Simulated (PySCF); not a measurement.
Compound: 1,4-dimethylimidazole, C5H8N2.
SMILES: `Cc1cn(C)cn1`

Linear response at PBE0/def2-SVPD (PySCF, frozen core in the response, non-relativistic). Geometry: PBE0-D3(BJ)/def2-SVP; no solvent, vibrations or thermal averaging.

Static isotropic polarisability: 73.23 au (10.85 Å³), principal values 50.9, 74.5, 94.3 au.

**Question.** What is the polarisability at 1064 nm and at the sodium D line?

**Answer.** 73.91 au at 1064 nm (+0.9 %), 75.52 au at 589.3 nm (+3.1 %). The rise at 589.3 nm is 3.40 times that at 1064 nm; a pure ω² law gives 3.26. The lowest singlet lies at 212 nm, shorter than both wavelengths.

**Question.** What is the isotropic C6 coefficient between two such molecules, C6 = (3/π)∫α(iω)² dω?

**Answer.** 2220 au (Eh·bohr⁶) by a ten-point quadrature over imaginary frequencies, which is 1330 eV·Å⁶ or 128 J·nm⁶/mol.

**Question.** Which effective excitation energy ω̄ makes London's formula C6 = (3/4)α²ω̄ exact here?

**Answer.** ω̄ = 4·C6/(3α²) = 0.552 Eh = 15.0 eV. A one-pole form α(ω) = α/(1 − ω²/ω̄²) fitted to the 1064 nm value gives 12.2 eV.

**Question.** What three-body coefficient follows from the one-pole estimate C9 = (3/4)·α·C6?

**Answer.** 122000 au. This is an estimate from the two numbers above, not a computed integral.

**Question.** How many electrons N does the Slater–Kirkwood formula C6 = (3/4)·√N·α^(3/2) need to give this C6?

**Answer.** N = (4·C6/3)²/α³ = 22.3; the species has 52 electrons in all.

**Question.** How anisotropic is the static polarisability, by Δα² = ½[(α1 − α2)² + (α2 − α3)² + (α3 − α1)²]?

**Answer.** Δα = 37.7 au, or 0.51 of the isotropic value.

**Question.** What molar refraction at the D line follows from R = (4π/3)·N_A·α′, with α′ the polarisability volume?

**Answer.** α′ = 11.19 Å³ gives R = 28.23 cm³/mol, for isolated, non-vibrating species.
